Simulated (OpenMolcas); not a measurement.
A calculation on Cr3+.

```json
{"Program": "OpenMolcas", "Method": "MS-CASPT2, IPEA 0.25 Eh, imaginary shift 0.1 Eh (closed shells correlated: 3s 3p)", "Basis": "ANO-RCC-VTZP [6s5p3d2f1g]", "Scalar Hamiltonian": "DKH2, point nucleus", "Active space": "3 electrons in 10 orbitals (3d 4d)", "State averaging": "2S+1 = 4 even, 10 roots; 2S+1 = 2 even, 40 roots", "Spin-orbit coupling": "state interaction with AMFI integrals over the reference wave functions, term energies averaged over their components"}
```

Question: Which level of the active space comes out lowest?

Answer: 3d³ ⁴F_3/2, with 100 % of that term; it is also the measured ground level.

Question: How high does 3d³ ⁴P_5/2 lie?

Answer: 15180 cm⁻¹ above the lowest level; measured 14471 cm⁻¹ above the ground level, so the calculation is off by +5 %.

Question: How high does 3d³ ⁴F_7/2 lie?

Answer: 587 cm⁻¹ above the lowest level; measured 556 cm⁻¹ above the ground level, so the calculation is off by +6 %.

Question: How high does 3d³ ²D_5/2(1) lie?

Answer: 21630 cm⁻¹ above the lowest level; measured 20664 cm⁻¹ above the ground level, so the calculation is off by +5 %.

Question: The level at 20110 cm⁻¹ has J = 3/2. What is it made of, and what is its g factor?

Answer: 78 % 3d³ ²P_3/2, 21 % 3d³ ²D(1); g = 1.224, against 1.334 from Landé's formula for the pure leading term.

Measured values: Sugar and Corliss, J. Phys. Chem. Ref. Data 6, 317 (1977).

CASPT2 does not keep the components of a term degenerate, so their means are used; among the terms shown or strongly mixed into the levels shown the widest spread is 690 cm-1 (3d³ ⁴F). Active for correlation alone: 4d; no level in the range computed is led by a configuration that fills it, so any true level of that kind is missing. Measured partners are found by configuration, term and J. A level has none where our copy of the source lacks it or the pairing is in doubt (some pairs that miss far off the trend of their configuration count as doubtful), and it then counts in no deviation. Only configurations of the active space appear.

A number in round brackets counts repeated terms of one configuration in the order of the reference energies.
